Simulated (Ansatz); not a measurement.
Consider the redistribution: `CC[SiH2][TeH]` + `[SiH3]C#CS` → `SC#C[TeH]` + `CC[SiH2][SiH3]`.

Program: Ansatz. Geometries: PBE0-D4/def2-TZVP. ΔE: electronic, gas phase. CCSD(T)/CBS adds triple-zeta CCSD(T) − MP2 to the extrapolated MP2 energy (def2 sets, frozen cores). def2 core potentials past Kr. For Te outer-core shells are correlated without core-valence functions, which leaves a few kJ/mol of doubt a bond. One conformer a species, not always the lowest.

```csv
level,ΔE (kJ/mol)
HF/def2-TZVPP,134.8
CCSD(T)/def2-TZVPP,117.4
```

**Question.** What does CCSD(T)/CBS give? (Best estimate.)

**Answer.** Computed: +124.3 kJ/mol. The listed levels differ from it by 10.5, -6.9 kJ/mol.

Largest T1 diagnostic among the species: 0.013.

In def2-TZVPP, CCSD(T) changes the Hartree–Fock value by −17.4 kJ/mol (the triples alone add −2.2 kJ/mol) and MP2 by −6.7 kJ/mol. From PBE to PBE0 (25 % exact exchange), in def2-TZVPP and without D4, ΔE moves by +7.8 kJ/mol.
